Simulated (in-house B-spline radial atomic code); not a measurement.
# PBE hybrid excitations of Te V (Te4+)

Method: PBE hybrid with 0.6 exact exchange. Computed with a B-spline radial code for spherical atoms: linear response of the closed shell [Kr] 4d10 5s2 with the functional's adiabatic kernel; scalar-relativistic (spin-free one-electron X2C), finite nucleus, no spin-orbit coupling, no double excitations, S, P, D and F terms only; shells from n = 3 respond. Only terms of natural parity with L up to 3 were computed.

Command:
```bash
python run_td.py task.json out
```
Settings (radii: box in bohr, nucleus in fm):
```
Z                        52
electrons                48
configuration            [Kr] 4d10 5s2
hamiltonian              x2c
method                   pbeh
box_radius               19.1
exact_exchange_fraction  0.6
rms_radius               4.7423
intervals                71
```

Cost of the run: 3.7 s on 1 thread of Arm Neoverse N1, with other jobs on the host.

The lowest states, in the order of their Tamm-Dancoff energies; the method's threshold (minus the highest occupied level) is 55.76 eV. Labels give the largest channel, * marks a mixed state, and oscillator strengths are full-response dipole values. Semilocal kernels can invert the small singlet-triplet splittings of Rydberg terms. Energies in eV:

```tsv
state	full response	Tamm-Dancoff	oscillator strength
5s → 5p 3P	?	?	-
5s → 5p 1P	13.272	13.724	1.62
5s → 5d 3D	26.128	26.146	-
5s → 5d 1D	27.109	27.137	-
5s → 6s 3S	29.295	29.303	-
5s → 6s 1S	30.07	30.10	-
5s → 4f 3F	31.36	31.41	-
5s → 4f 1F	32.23	32.25	-
5s → 6p 3P	33.54	33.55	-
5s → 6p 1P	33.87	33.91	0.0547
5s → 6d 3D	39.48	39.48	-
5s → 6d 1D	39.72	39.72	-
5s → 7s 3S	40.51	40.51	-
5s → 7s 1S	?	?	-
5s → 5f 3F	40.82	40.84	-
5s → 5f 1F	41.01	41.02	-
```

Problem. Where does 5s → 5p 3P lie?

Solution. At 9.355 eV in full response, 9.618 eV in Tamm-Dancoff.

Problem. Where does 5s → 7s 1S lie?

Solution. At 40.72 eV in full response, 40.73 eV in Tamm-Dancoff.

Problem. How large is the singlet-triplet splitting of 5s → 5p (P terms) in Tamm-Dancoff?

Solution. 4.11 eV, from the unrounded values.

Problem. What polarisabilities and dispersion coefficient does the method give?

Solution. Dipole 8.375 bohr³, quadrupole 17.74 bohr⁵, C6 35.23 hartree·bohr⁶ for two such species.
